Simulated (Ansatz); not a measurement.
Consider the substitution at a C–C bond: `CCSSC` + `C[NH][InH2]` → `C[N](C)[InH2]` + `CSSC`.

Computed with Ansatz on PBE0-D4/def2-TZVP structures; ΔE is electronic, products minus reactants. CBS: MP2 limit from def2 TZ/QZ plus the TZ coupled-cluster correction, frozen cores. Functionals use def2-TZVPP. Elements past krypton have def2 core potentials. For In outer-core shells are correlated without core-valence functions, which leaves a few kJ/mol of doubt a bond. One conformer a species, not always the lowest.

```json
{"level": "BLYP-D4", "ΔE (kcal/mol)": "6.5", "difference from CCSD(T)/CBS": "-1.0"}
{"level": "PBE0-D4", "ΔE (kcal/mol)": "7.6", "difference from CCSD(T)/CBS": "0.1"}
{"level": "r2SCANh-D4", "ΔE (kcal/mol)": "7.5", "difference from CCSD(T)/CBS": "0.0"}
{"level": "r2SCAN0-D4", "ΔE (kcal/mol)": "7.7", "difference from CCSD(T)/CBS": "0.2"}
{"level": "BHLYP-D4", "ΔE (kcal/mol)": "7.5", "difference from CCSD(T)/CBS": "0.0"}
{"level": "PBE-QIDH", "ΔE (kcal/mol)": "7.8", "difference from CCSD(T)/CBS": "0.3"}
{"level": "BLYP", "ΔE (kcal/mol)": "6.6", "difference from CCSD(T)/CBS": "-0.9"}
{"level": "PBE0", "ΔE (kcal/mol)": "7.6", "difference from CCSD(T)/CBS": "0.1"}
{"level": "r2SCANh", "ΔE (kcal/mol)": "7.4", "difference from CCSD(T)/CBS": "-0.1"}
{"level": "LC-ωPBE", "ΔE (kcal/mol)": "8.1", "difference from CCSD(T)/CBS": "0.6"}
{"level": "RPA@PBE/def2-TZVPP", "ΔE (kcal/mol)": "6.5", "difference from CCSD(T)/CBS": "-1.0"}
{"level": "CCSD/def2-SVP", "ΔE (kcal/mol)": "6.9", "difference from CCSD(T)/CBS": "-0.6"}
{"level": "CCSD(T)/def2-SVP", "ΔE (kcal/mol)": "6.7", "difference from CCSD(T)/CBS": "-0.8"}
{"level": "MP2/def2-TZVPP", "ΔE (kcal/mol)": "7.5", "difference from CCSD(T)/CBS": "0.0"}
{"level": "CCSD(T)/def2-TZVPP", "ΔE (kcal/mol)": "7.2", "difference from CCSD(T)/CBS": "-0.3"}
{"level": "HF/def2-QZVPP", "ΔE (kcal/mol)": "7.8", "difference from CCSD(T)/CBS": "0.3"}
{"level": "CCSD(T)/CBS", "ΔE (kcal/mol)": "7.5", "difference from CCSD(T)/CBS": "0"}
```

Largest T1 diagnostic among the species: 0.017.

From BLYP to BHLYP (50 % exact exchange), in def2-TZVPP and without D4, ΔE moves by +0.9 kcal/mol. Leaving LDA and LC-ωPBE aside and taking each functional with its dispersion term where it has one, the values, not all of them listed here, spread over 1.3 kcal/mol, from BLYP-D4 to ωB97M-V. At CCSD(T), def2-SVP lies −0.8 kcal/mol from the extrapolated value and def2-TZVPP −0.3 kcal/mol.
